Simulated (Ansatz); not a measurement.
BeH2 (SMILES [BeH2]), charge 0, multiplicity 1, relaxed at each level with Ansatz (a program for electronic structure); harmonic frequencies from differences of analytic forces, average atomic masses, frozen cores.

| level | harmonic frequencies (cm⁻¹) | ZPE (eV) | cost over PBE/def2-TZVPP (rough) |
|---|---|---|---|
| PBE/def2-TZVPP | 701 701 1974 2190 | 0.345 | ×1 |
| r2SCAN/def2-TZVPP | 712 712 2018 2233 | 0.352 | ×2 |
| B3LYP/def2-TZVPP | 723 723 2032 2247 | 0.355 | ×1 |
| PBE0/def2-TZVPP | 711 711 2015 2230 | 0.351 | ×1 |
| wB97X-V/def2-TZVPP | 720 720 2029 2240 | 0.354 | ×4 |
| CCSD(T)/cc-pVQZ | 714 714 2042 2250 | 0.355 | ×90 |

Measured: fundamentals as far as tabulated 2159, 698 cm⁻¹ [NIST CCCBDB]. Measured modes stand in the spectroscopists' order.
